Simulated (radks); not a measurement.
Problem. Ionisation of the tellurium ion Te+, [Kr] 4d10 5s2 5p3, to [Kr] 4d10 5s2 5p2 as the strength of local exchange is varied. All-electron calculation, scalar-relativistic Kohn-Sham, Slater X-alpha exchange (alpha = 2/3 is LDA exchange), no correlation, spin-polarised, spherical densities, finite nucleus; open shells are filled with parallel spins first (spin-orbit coupling, left out, can overturn this in heavy ions); Fermi nuclear charge, rms radius 4.7423 fm. Program: a radial shooting solver on a logarithmic mesh with Libxc functionals.

| alpha | E(Te+) (hartree) | exchange (hartree) | IE (eV) | -e of the level emptied (eV) | <r> of it (bohr) |
|---|---|---|---|---|---|
| 0.607 | -6768.65591 | -149.60254 | 17.161 | 13.018 (5p) | 2.523 |
| 0.667 | -6783.49562 | -164.73490 | 17.902 | 13.723 (5p) | 2.488 |
| 0.746 | -6803.08202 | -184.75340 | 18.900 | 14.677 (5p) | 2.444 |
| 0.912 | -6844.41376 | -227.16615 | 21.077 | 16.771 (5p) | 2.358 |
| 0.928 | -6848.41010 | -231.27906 | 21.292 | 16.979 (5p) | 2.350 |
| x | -6807.05544 | -188.82082 | 19.105 | 14.873 (5p) | 2.435 |

Which alpha was used in the last row?

Solution. alpha = 0.762. NIST Atomic Spectra Database: 18.6 +/- 0.4 eV (measured). The Delta-SCF value meets it near alpha = 0.72. Open shells are spherical and high-spin; term and fine-structure splittings are not resolved. Spin-orbit splitting is averaged out at the scalar-relativistic level.
